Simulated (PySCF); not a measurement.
**Magnetisability: `O=C[C@@H]1C[SiH2][C@H](Cl)C1`, C$_{5}$H$_{9}$ClOSi**

Cartesian coordinates in Å; atom numbers follow the order of the lines, from 1:
```xyz
17

O    -0.514   -1.159    2.066
C    -1.195   -0.788    1.152
C    -0.759   -0.760   -0.292
C     0.688   -1.238   -0.421
Si    1.711    0.255    0.169
C     0.248    1.484   -0.107
Cl   -0.385    2.025    1.484
C    -0.827    0.678   -0.820
H    -2.240   -0.456    1.307
H    -1.457   -1.395   -0.850
H     0.901   -1.490   -1.460
H     0.842   -2.135    0.174
H     2.800    0.580   -0.757
H     2.127    0.229    1.562
H     0.480    2.400   -0.647
H    -1.820    1.111   -0.677
H    -0.607    0.671   -1.890
```

Theory: GIAO HF/pcSseg-1 magnetisability, rotational g tensor and spin-rotation constants, non-relativistic, gas phase (PySCF). Geometry: GFN2-xTB.

Problem. What are the magnetisability and the molar susceptibility?

Solution. Isotropic -1480 × 10⁻³⁰ J/T², or -89.1 × 10⁻⁶ cm³/mol; principal values -1626, -1511, -1303 × 10⁻³⁰ J/T², anisotropy 283 × 10⁻³⁰ J/T² (root of half the summed squared differences of the principal values). The susceptibility is in cgs units.

Problem. Split it along the inertial axes a, b, c into diamagnetic and paramagnetic parts about the centre of mass, with the quadrupole moment.

Solution. 
| axis | χ (10⁻⁶ cm³/mol) | diamagnetic (10⁻⁶ cm³/mol) | paramagnetic (10⁻⁶ cm³/mol) | summed x² of all electrons (Å²) | quadrupole Θ (D Å) |
| --- | --- | --- | --- | --- | --- |
| a | -95.6 | -808.8 | 713.2 | 141.9 | -2.14 |
| b | -90.7 | -920.7 | 830.0 | 115.5 | +1.31 |
| c | -81.1 | -1092.1 | 1011.0 | 75.1 | +0.83 |

Anisotropies 2χaa − χbb − χcc = -19.5 and 2χbb − χaa − χcc = -4.7 × 10⁻⁶ cm³/mol. Θ is traceless in Buckingham's convention.

Problem. And the rotational g tensor?

Solution. 
```
axis  rotational constant (GHz)        g  nuclear part  electronic part
   a                     1.7647  -0.0145        0.5768          -0.5913
   b                     1.4685  -0.0168        0.5558          -0.5726
   c                     1.1931  -0.0189        0.5477          -0.5667
```
Asymmetric top; isotopes 12C, 35Cl, 1H, 16O, 28Si; no vibrational averaging.
